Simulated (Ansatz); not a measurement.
BiBrH2 (SMILES [Br][BiH2]) moved off its minimum; all values from Ansatz (a program for electronic structure), cores frozen in correlated methods. Elements past Kr take the def2 small-core potentials, without spin–orbit coupling.
(charge 0, multiplicity 1)
```xyz
4

Bi    -0.44550    -0.60266     0.40560
H     -1.98770    -0.25820    -0.59522
H     -0.09396    -1.88415    -0.62974
Br     0.99837     1.15657    -0.97149
```

Forces at MP2/def2-TZVPPD (eV/Å):

```json
[
 {"atom": "Bi1", "Fx": "-0.922", "Fy": "1.732", "Fz": "0.262"},
 {"atom": "H2", "Fx": "0.736", "Fy": "-0.172", "Fz": "0.535"},
 {"atom": "H3", "Fx": "0.401", "Fy": "-1.232", "Fz": "-1.025"},
 {"atom": "Br4", "Fx": "-0.216", "Fy": "-0.328", "Fz": "0.228"}
]
```

### Question
Give the forces (eV/Å), the total energy and the dipole at CCSD(T)/def2-TZVPPD.

### Answer

```csv
atom,Fx,Fy,Fz
Bi1,-0.861,1.715,0.546
H2,0.563,-0.136,0.423
H3,0.431,-1.354,-1.120
Br4,-0.133,-0.226,0.152
```
Energy -2787.4817 hartree, dipole 3.42 D.
